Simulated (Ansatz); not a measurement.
Program: Ansatz. Geometries: PBE0-D4/def2-TZVP. ΔE: electronic, gas phase. CCSD(T)/CBS adds triple-zeta CCSD(T) − MP2 to the extrapolated MP2 energy (def2 sets, frozen cores). This one scheme is used for every species. DFT in def2-TZVPP. For Ge outer-core shells are correlated without core-valence functions, which leaves a few kJ/mol of doubt a bond. Scalar relativity is left out up to krypton.

`[BH2][GeH2][F]` → BH₃ + `[F][GeH]`  (germylene formation by 1,1-elimination)

```json
{"species": "`[BH2][GeH2][F]`", "r2SCAN0-D4 energy (Eh)": "-2204.04037"}
{"species": "BH₃", "r2SCAN0-D4 energy (Eh)": "-26.58764"}
{"species": "`[F][GeH]`", "r2SCAN0-D4 energy (Eh)": "-2177.40449"}
```

Work out ΔE.

ΔE = (-26.58764) + (-2177.40449) − (-2204.04037) = 0.04824 Eh = +1.31 eV. CCSD(T)/CBS gives +1.13 eV.

Largest T1 diagnostic among the species: 0.014.

Leaving LDA and LC-ωPBE aside and taking each functional with its dispersion term where it has one, the values, not all of them listed here, spread over 0.56 eV, from BLYP-D4 to PBE-QIDH. LDA lies +0.43 eV from PBE without D4. In def2-TZVPP, CCSD(T) changes the Hartree–Fock value by +0.27 eV (the triples alone add +0.02 eV) and MP2 by +0.34 eV. The D4 term adds +0.08 eV with B3LYP and +0.04 eV with PBE0; it sums over pairs of atoms, weighted by their polarisabilities, and B3LYP, whose exchange is more repulsive, gets the larger term.

B3LYP here is the variant with VWN-RPA as its local correlation; programs differ in this.
